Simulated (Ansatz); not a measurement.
Basis-set extrapolation for C$_{2}$H$_{8}$O$_{4}$Si (`CCO[Si](O)(O)O`) (PBE0-D4/def2-TZVP geometry, frozen core, Ansatz). Multiplicity 1, RHF reference.

```tsv
	def2-TZVPP	def2-QZVPP
HF	-669.190432	-669.218863
MP2 correlation	-1.416286	-1.527037
CCSD(T) correlation	-1.502540	not run
```

Energies in hartree. Use E(X) = E(∞) + A·exp(−7.88·√X) for Hartree–Fock and E(X) = E(∞) + B·X^(−2.97) for correlation, with X = 3 and 4, and add CCSD(T) minus MP2 of the smaller set to the MP2 limit.

Q: What is the CCSD(T) energy at the basis-set limit?

A: HF limit: -669.218863 + (-0.028431) × 0.13774 = -669.22278. MP2 limit: -1.527037 + (-0.110751) × 0.74074 = -1.60907. Higher-order term: -1.502540 − (-1.416286) = -0.08625. Total: -670.91810 hartree, 141.3 kcal/mol below CCSD(T)/def2-TZVPP.
